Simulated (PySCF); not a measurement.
H2O2Zn. Atoms are numbered in the order given.

```xyz
5

Zn     0.0000     0.0000     0.0174
O      0.0000     1.7750    -0.1249
H      0.0000     2.2196     0.7385
O      0.0000    -1.7750    -0.1249
H      0.0000    -2.2196     0.7385
```
Charge 0, spin multiplicity 1.

Geometry optimised at PBE-D3(BJ)/def2-TZVP. The geometry has at least one imaginary mode, so it is a saddle point at that level. The isomer is the one that the SMILES or the coordinates give; other isomers of the formula were not compared. One conformer was computed; it need not be the lowest.

Calculation: PBE-D3(BJ)/def2-TZVP in PySCF.

Frequencies are harmonic and unscaled.

Computed normal modes with their intensities:
```csv
mode,ν (cm⁻¹),IR (km/mol),moving atoms (share of kinetic energy)
1,162i,0.0,"H 91 %, O 9 %"
2,166,9.4,"O 56 %, Zn 32 %, H 11 %"
3,179,0.7,"O 43 %, Zn 30 %, H 27 %"
4,584,0.7,O 98 %
5,717,179.7,"O 65 %, Zn 27 %"
6,776,36.9,H 86 %
7,820,36.3,"H 90 %, O 8 %"
8,3737,74.6,H 94 %
9,3738,18.6,H 94 %
```
